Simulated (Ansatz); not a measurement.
`CC(C)OB(O)Cl`. Charge 0, multiplicity 1. Geometry: relaxed with PBE0-D4/def2-TZVP. It is one conformer, not always the lowest.

```xyz
15

C    -0.368    1.441    0.611
C     0.450    0.242    0.187
C     1.159   -0.426    1.342
O    -0.414   -0.733   -0.405
B    -0.736   -0.799   -1.712
O    -1.593   -1.745   -2.162
Cl   -0.073    0.318   -2.918
H    -0.860    1.898   -0.250
H     0.274    2.193    1.075
H    -1.131    1.144    1.334
H     1.184    0.550   -0.565
H     0.437   -0.757    2.093
H     1.852    0.273    1.815
H     1.724   -1.294    1.000
H    -1.905   -2.306   -1.445
```

Question: What is the dipole moment at ωB97M-V/def2-TZVPP? (Estimate.)

Answer: The calculation gave: 2.66 D, with components (0.39, -0.03, 2.63) D in this frame, pointing from negative to positive charge.

Question: And with PBE, r2SCAN, B3LYP? (Best estimate.)

Answer: Computed: PBE 2.60 D, r2SCAN 2.68 D, B3LYP 2.65 D.

Question: Give the Mulliken charges with ωB97M-V, PBE, B3LYP in def2-TZVPP. (Estimate.)

Answer: Computed: 
```json
{"atom": "C1", "ωB97M-V": "-0.28", "PBE": "-0.24", "B3LYP": "-0.25"}
{"atom": "C2", "ωB97M-V": "0.08", "PBE": "0.18", "B3LYP": "0.20"}
{"atom": "C3", "ωB97M-V": "-0.29", "PBE": "-0.24", "B3LYP": "-0.24"}
{"atom": "O4", "ωB97M-V": "-0.31", "PBE": "-0.25", "B3LYP": "-0.33"}
{"atom": "B5", "ωB97M-V": "0.33", "PBE": "0.26", "B3LYP": "0.34"}
{"atom": "O6", "ωB97M-V": "-0.26", "PBE": "-0.22", "B3LYP": "-0.26"}
{"atom": "Cl7", "ωB97M-V": "-0.17", "PBE": "-0.20", "B3LYP": "-0.21"}
{"atom": "H8", "ωB97M-V": "0.11", "PBE": "0.09", "B3LYP": "0.09"}
{"atom": "H9", "ωB97M-V": "0.10", "PBE": "0.08", "B3LYP": "0.08"}
{"atom": "H10", "ωB97M-V": "0.11", "PBE": "0.08", "B3LYP": "0.08"}
{"atom": "H11", "ωB97M-V": "0.08", "PBE": "0.04", "B3LYP": "0.05"}
{"atom": "H12", "ωB97M-V": "0.11", "PBE": "0.08", "B3LYP": "0.08"}
{"atom": "H13", "ωB97M-V": "0.10", "PBE": "0.08", "B3LYP": "0.08"}
{"atom": "H14", "ωB97M-V": "0.11", "PBE": "0.09", "B3LYP": "0.09"}
{"atom": "H15", "ωB97M-V": "0.19", "PBE": "0.20", "B3LYP": "0.20"}
```

B3LYP here is the variant with VWN-RPA as its local correlation; programs differ in this.
